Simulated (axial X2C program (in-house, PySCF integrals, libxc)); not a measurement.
## Potential curves of SrBi⁺, with spin–orbit coupling

Calculated with an in-house all-electron X2C program for linear molecules (integrals from PySCF). Two-component (2c) means X2C with spin–orbit coupling and atomic mean-field two-electron Coulomb and Gaunt terms. Basis: Bi dyall-v2z [10s12p9d5f], Sr dyall-v2z [10s11p7d] (cores contracted in-house); Gaussian nuclei, density fitting, unrestricted open shells. Masses: Bi 208.980 u, Sr 87.906 u.

State: Ω = 0 (closed shell). Energies in cm⁻¹ from the fragments at the same level (Bi + Sr+). Fits are polynomials in 1 − R0/R over 0.85 to 1.23 times the lowest point R0.

```csv
R (Å),TPSSh,BP86
2.8571,-7051,-6901
2.9884,-9083,-8956
3.0870,-9913,-9824
3.1855,-10313,-10274
3.2840,-10398,-10423
3.3989,-10212,-10324
3.5139,-9820,-10028
3.6617,-9125,-9465
3.8423,-8123,-8629
4.1050,-6577,-7318
```

Occupations by symmetry block were frozen at the best pattern of an incomplete PBE0 search. Closed shells are restricted here (equal orbitals for both partners); the stretched side of such a curve lies too high. De is counted from the lowest determinant-based energies of the atoms at the same level, without counterpoise correction. PBE0 can misorder states that lie within some tenths of an eV, so this need not be the ground state of the molecule. The nearest other 2c determinant of the search, Ω = 1, lies 0.20 eV up at the distance of the search. The 2c closed shell (π1/2)² is the Ω = 0⁺ component of the spin-free π² triplet, mixed with the ¹Σ⁺ state; no single spin-free determinant represents it. The determinant is spin-polarised beyond a pure state at some levels (its spin-free form has ⟨S²⟩ too high), which makes Re and μ there less reliable.

(1) What are Re, ωe and De at the TPSSh level?

(2) Fit the BP86 curve near its minimum: give the equilibrium distance, the harmonic wavenumber and the well depth.

Answers

(1) At TPSSh, 2c: Re = 3.266 Å, ωe ≈ 116 cm⁻¹, De = 1.29 eV to Bi + Sr+; Be follows as 0.0255 cm⁻¹.

(2) At BP86, 2c: Re = 3.296 Å, ωe ≈ 108 cm⁻¹, De = 1.29 eV to Bi + Sr+; Be follows as 0.0251 cm⁻¹.
